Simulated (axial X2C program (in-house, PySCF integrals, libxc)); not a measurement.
# SnN⁻: from Re and ωe to a spectrum

A bond curve at the PBE0 level, two-component, was computed with an in-house relativistic program for diatomic molecules (basis Sn dyall-acv3z [12s13p10d5f1g], N dyall-av3z [7s7p3d2f] (cores contracted in-house)) for the state Ω = 0 (closed shell). Its fit gives Re = 1.8712 Å, ωe = 841.1 cm⁻¹, ωexe = 3.25 cm⁻¹ and αe = 2.130e-03 cm⁻¹; the masses are 119.9022 and 14.0031 u. Two-component means X2C with spin–orbit coupling and atomic mean-field Coulomb and Gaunt terms.

Q: Find the reduced mass, Be and the force constant.

A: From the PBE0 values: μ = 12.5387 u. Be = 16.8576/(μ Re²) = 0.384 cm⁻¹. k = 5.8918×10⁻⁷ μ ωe² = 5.23 mdyn/Å.

Q: Give B0, the J = 1←0 line in GHz and the most populated J at 300 K (kT = 208.5 cm⁻¹).

A: B0 = Be − αe/2 = 0.3829 cm⁻¹; 2B0 = 22.96 GHz; J(max) ≈ √(kT/2B0) − 1/2 = 16.0, so J = 16.

Q: Estimate De from a Morse curve and compare with the computed well depth of 3.400 eV to Sn- + N.

A: De(Morse) = ωe²/(4ωexe) = 6.747 eV against 3.400 eV computed, a ratio of 1.98. The extrapolation overshoots: the well softens faster than a Morse curve, or the lowest atomic limit lies below the one to which the curve heads.

Q: Where do the fundamental and the first overtone lie?

A: ν(1←0) = ωe − 2ωexe = 834.6 cm⁻¹; ν(2←0) = 2ωe − 6ωexe = 1662.7 cm⁻¹.

Q: Estimate the centrifugal constant by the Kratzer relation.

A: D = 4Be³/ωe² = 3.20e-07 cm⁻¹.

Occupations by symmetry block were frozen at the best pattern of an incomplete PBE0 search. Dissociation energies refer to the lowest single-determinant-based atoms at the same level and basis. Without a current term, density functionals place determinants with orbital angular momentum somewhat too high.
